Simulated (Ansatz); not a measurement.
Geometry optimisation, Ansatz, RKS PBE0-D4/def2-SVP.

The input (input.yaml):

```yaml
crystal:
  periodic: [false, false, false]
  atoms:
    - { symbol: O, position_ang: [-1.5648, -0.741, 0.6175] }
    - { symbol: C, position_ang: [-0.34, -0.934, 0.0874] }
    - { symbol: O, position_ang: [-0.5032, -1.9111, -0.909] }
    - { symbol: "N", position_ang: [0.1714, 0.2669, -0.5723] }
    - { symbol: Si, position_ang: [1.0266, 1.4427, 0.1925] }
    - { symbol: H, position_ang: [-1.8765, -1.5465, 0.9566] }
    - { symbol: H, position_ang: [0.3645, -1.2966, 0.8744] }
    - { symbol: H, position_ang: [-0.2587, -1.389, -1.7122] }
    - { symbol: H, position_ang: [-0.7635, 0.7286, -0.8084] }
    - { symbol: H, position_ang: [1.12903, 0.08862, -0.93667] }
    - { symbol: H, position_ang: [0.2304, 1.9768, 1.3676] }
    - { symbol: H, position_ang: [1.3093, 2.5265, -0.7602] }
basis:
  gaussian: { orbitals: def2-SVP }
hamiltonian:
  xc: pbe0
  dispersion: d4
relax:
  f_tol: 0.02
  max_steps: 50
```

Run as:

```bash
$ ansatz run input.yaml --threads 2 --pin off --max-ram 3072MiB --backend cpu --events-out ev --progress --plain --runs-dir out
```

Task: Where does it end, and by what steps?

Result: The run converged. After 15 steps the energy has fallen by 3.478 eV; H8 moved furthest, 0.98 Å. Parted: Si5–H10.

```json
{"step": "0", "energy less start (eV)": "0.0000", "largest force component (eV/Å)": "7.746", "accepted": "yes"}
{"step": "1", "energy less start (eV)": "-1.8057", "largest force component (eV/Å)": "3.480", "accepted": "yes"}
{"step": "2", "energy less start (eV)": "-2.7951", "largest force component (eV/Å)": "1.783", "accepted": "yes"}
{"step": "3", "energy less start (eV)": "-3.1900", "largest force component (eV/Å)": "0.772", "accepted": "yes"}
{"step": "4", "energy less start (eV)": "-3.3333", "largest force component (eV/Å)": "0.461", "accepted": "yes"}
{"step": "5", "energy less start (eV)": "-3.4125", "largest force component (eV/Å)": "0.737", "accepted": "yes"}
{"step": "6", "energy less start (eV)": "-3.4142", "largest force component (eV/Å)": "0.606", "accepted": "yes"}
{"step": "7", "energy less start (eV)": "-3.4573", "largest force component (eV/Å)": "0.523", "accepted": "yes"}
{"step": "8", "energy less start (eV)": "-3.4607", "largest force component (eV/Å)": "0.482", "accepted": "yes"}
{"step": "9", "energy less start (eV)": "-3.4717", "largest force component (eV/Å)": "0.085", "accepted": "yes"}
{"step": "10", "energy less start (eV)": "-3.4696", "largest force component (eV/Å)": "0.223", "accepted": "no"}
{"step": "11", "energy less start (eV)": "-3.4759", "largest force component (eV/Å)": "0.022", "accepted": "yes"}
{"step": "12", "energy less start (eV)": "-3.4760", "largest force component (eV/Å)": "0.081", "accepted": "yes"}
{"step": "13", "energy less start (eV)": "-3.4772", "largest force component (eV/Å)": "0.039", "accepted": "yes"}
{"step": "14", "energy less start (eV)": "-3.4775", "largest force component (eV/Å)": "0.035", "accepted": "yes"}
{"step": "15", "energy less start (eV)": "-3.4777", "largest force component (eV/Å)": "0.016", "accepted": "yes"}
```

```xyz
12
Properties=species:S:1:pos:R:3
O -1.426 -0.733 0.525
C -0.214 -1.001 -0.068
O -0.305 -1.949 -1.068
N 0.257 0.294 -0.572
Si 1.025 1.531 0.883
H -1.591 -1.373 1.225
H 0.553 -1.357 0.643
H -1.136 -1.801 -1.539
H -0.510 0.778 -1.045
H 0.992 0.130 -1.261
H -0.304 2.294 0.931
H 1.582 2.400 -0.257
```

Time of the run: 50 s on 2 threads of Arm Neoverse V1, on a shared host, peak memory 0.24 GiB.
